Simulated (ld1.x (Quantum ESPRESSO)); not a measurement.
Transferability test, TM potential for Cl

chlorine (Cl), norm-conserving Troullier–Martins (Kleinman–Bylander form), made with ld1.x (Quantum ESPRESSO) 7.5 (PBEsol, scalar-relativistic). Core [Ne], reference 3s1.5 3p5.5. Waves: 3s (bound): rc 0.90 bohr; 3p (bound): rc 1.50 bohr; 3d channel at 0.25 Ry: rc 1.40 bohr. Local part: all-electron potential smoothed inside 1.20 bohr (lloc = -1). Core correction: none.

Energies are relative to the spin-unpolarised reference configuration 3s1.5 3p5.5; without spin polarisation the order of configurations can differ from experiment.

Question: Give the all-electron excitation energy and the error of the potential for: 3s2 3p5; 3s2 3p4; 3s2 3p3; 3s2 3p1; 3s2 3p4.5; 3s1 3p6; 3s2 3p2.

Answer:

```
valence configuration  charge  ΔE all-electron (eV)  error AE − PS (meV)
              3s2 3p5       0                -6.043                 +5.7
              3s2 3p4      +1                 7.793                  +16
              3s2 3p3      +2                33.191                  +63
              3s2 3p1      +4               123.640                 +497
            3s2 3p4.5    +0.5                -0.479                 +8.0
              3s1 3p6       0                 6.071                 +7.9
              3s2 3p2      +3                71.445                 +197
```

Levels in the configuration 3s2 3p5:

```csv
level,all-electron (eV),pseudo (eV)
3s,-20.618,-20.638
3p,-8.561,-8.559
```

ld1.x printed “convergence not achieved” for 1 of the counted tests; its residual had stalled under 1e-8, short of the target of 1e-14.
